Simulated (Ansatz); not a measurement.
Cost and result for the atomization energy of CHBrClFO (`OC(F)(Cl)Br`) (6 atoms, 5 bonds).

```csv
atom,x (Å),y (Å),z (Å)
O1,0.418,0.693,-0.804
C2,-0.176,-0.147,0.059
F3,-1.139,0.476,0.764
Cl4,0.975,-0.812,1.251
Br5,-0.993,-1.566,-0.967
H6,0.915,1.354,-0.303
```

The species carries charge 0 and has multiplicity 1. Correlated methods include outer-core shells of Br, which these sets cover unevenly. Scalar relativity is left out up to krypton. Geometry: relaxed with PBE0-D4/def2-TZVP. It is one conformer, not always the lowest. Program: Ansatz. All runs use 4 threads of an Arm Neoverse V1 on a shared host. Times are those of one run each, without the atoms' runs, and a repeat can differ threefold. Electronic energies, without spin–orbit coupling; frozen cores. CCSD(T)/CBS adds CCSD(T) − MP2 in def2-TZVPP to the MP2 limit, and its time is that of the two runs behind it. T1 = 0.010. With those shells the extrapolation isn't a true limit. B3LYP takes the VWN-RPA correlation (the form of Gaussian; ORCA's B3LYP/G). HSE06 is the plane-wave form, built on full-range PBE exchange.

CCSD(T)/CBS is a level of theory with its own doubt, some kJ/mol a heavy atom from the limit and from the frozen cores, so smaller differences don't rank the functionals.

```csv
level,functions,wall time,atomization (kcal/mol),difference from CCSD(T)/CBS,per bond
BLYP-D4/def2-TZVPP,197,1.7 s,474.5,0.5,0.1
PBE-D4/def2-TZVPP (with forces),197,2 s,500.8,26.8,5.4
BHLYP-D4/def2-TZVPP,197,2.8 s,435.1,-38.9,-7.8
HSE06-D4/def2-TZVPP,197,2.9 s,477.9,3.9,0.8
B3LYP-D4/def2-TZVPP (with forces),197,4 s,465.9,-8.1,-1.6
B2PLYP/def2-TZVPP,197,4.1 s,462.6,-11.4,-2.3
PBE-QIDH/def2-TZVPP,197,4.4 s,469.2,-4.8,-1.0
CCSD(T)/def2-SVP,97,4.9 s,435.5,-38.5,-7.7
ωB97X-V/def2-TZVPP,197,6.5 s,473.7,-0.3,-0.1
ωB97M-V/def2-TZVPP (with forces),197,9.5 s,474.6,0.6,0.1
MP2/def2-QZVPP,360,15 s,492.4,18.4,3.7
CCSD(T)/def2-TZVPP,197,100 s,455.0,-19.0,-3.8
CCSD(T)/CBS(def2),–,120 s,474.0,0.0,0.0
```

From PBE to PBE0 (25 % exact exchange), in def2-TZVPP and without D4, the atomization energy moves by −22.9 kcal/mol: exact exchange takes away binding that semilocal exchange gives to molecules. At CCSD(T), def2-SVP lies −38.5 kcal/mol from the extrapolated value and def2-TZVPP −19.0 kcal/mol: correlation converges slowly with the basis, and small sets miss more of it in the bonded molecule than in its fragments. In def2-TZVPP, CCSD(T) changes the Hartree–Fock value by +166.6 kcal/mol (the triples alone add +14.7 kcal/mol) and MP2 by +192.9 kcal/mol; breaking electron pairs costs correlation energy, which Hartree–Fock lacks.
